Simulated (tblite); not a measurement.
Species: F2H3PSi.
SMILES: `FP(F)[SiH3]`

Computed with GFN2-xTB (tblite): harmonic, unscaled wavenumbers at the GFN2-xTB geometry, gas phase. Errors from tens to a few hundred cm⁻¹ against measured bands are possible. Modes of hydrogen on silicon can be 10 to 20 % off.

Harmonic wavenumbers (cm⁻¹): 62.4, 154.2, 191.7, 319.3, 411.9, 476.7, 489.3, 691.6, 714.8, 742.5, 755.2, 767.3, 2275.9, 2290.4, 2293.8.

A = 6526, B = 3188, C = 2589 MHz; mass 99.971 u (most abundant isotopes); point group Cs, symmetry number 1.

Question: What is the zero-point energy?

Answer: Half the sum of the wavenumbers: 6318 cm⁻¹ = 18.07 kcal/mol.

Question: Entropy at 500 K, 1 bar (ideal gas, RRHO, classical rotation)?

Answer: Translation 42.31, rotation 27.73, vibration 23.41: S = 93.5 cal/(mol K).

Question: And Cp and H(500 K) − H(0)?

Answer: Cp = 28.14 cal/(mol K), of which vibrations give 20.19 (their classical limit is 15 R = 29.8); H(500 K) − H(0) = 9.93 kcal/mol without the zero-point energy, 5.95 from vibrations.

Question: Blend soft modes into free rotors: weight 1/[1 + (100 cm⁻¹/ν̃)⁴] for the oscillator and the rest for a rotor with moment μB/(μ + B), μ = h/(8π²ν), B = 10⁻⁴⁴ kg m². What vibrational entropy results?

Answer: 21.92 cal/(mol K) in place of 23.41, which changes −T·S at 500 K by +0.75 kcal/mol.

Question: What must be added to the electronic energy to get the Gibbs energy at 500 K and 1 bar?

Answer: ZPE + [H(500 K) − H(0)] − T·S = 18.07 + 9.93 − 46.73 = -18.73 kcal/mol.

Question: How do the functions run with temperature in this model?

Answer: 
```csv
T (K),S (cal/(mol K)),Cp (cal/(mol K)),H − H(0) (kcal/mol),G − H(0) (kcal/mol),ln q(vib)
50,53.0,10.2,0.44,-2.21,0.20
100,61.0,13.1,1.02,-5.07,0.72
298.15,80.1,23.2,4.68,-19.21,3.24
373.15,85.6,25.5,6.51,-25.43,4.21
750,105.5,31.3,17.39,-61.75,8.56
1000,114.8,33.2,25.48,-89.33,10.93
```

q(vib) and H(0) count from the zero-point level.

Hindered rotation and anharmonicity are outside this model.
